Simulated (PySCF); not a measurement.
SnBr, SMILES [Br][Sn+] (connectivity only; charge and spin as stated), charge +1, multiplicity 1. Atoms are numbered in the order given.

```xyz
2

Sn     0.0000     0.0000    -0.9992
Br     0.0000     0.0000     1.4274
```
Charge +1, spin multiplicity 1.

The structure is a stationary point at PBE-D3(BJ)/def2-TZVP. The spin state was assumed, not searched. The def2 effective core potentials stand for the cores of Sn; spin–orbit coupling is left out.

Computed with PBE-D3(BJ)/def2-TZVP run with PySCF.

Frequencies are harmonic and unscaled.

Give all harmonic wavenumbers and intensities. (An estimate is asked for; the answer gives what the named calculation found.)


```csv
mode,ν (cm⁻¹),IR (km/mol),moving atoms (share of kinetic energy)
1,286,27.7,"Br 60 %, Sn 40 %"
```
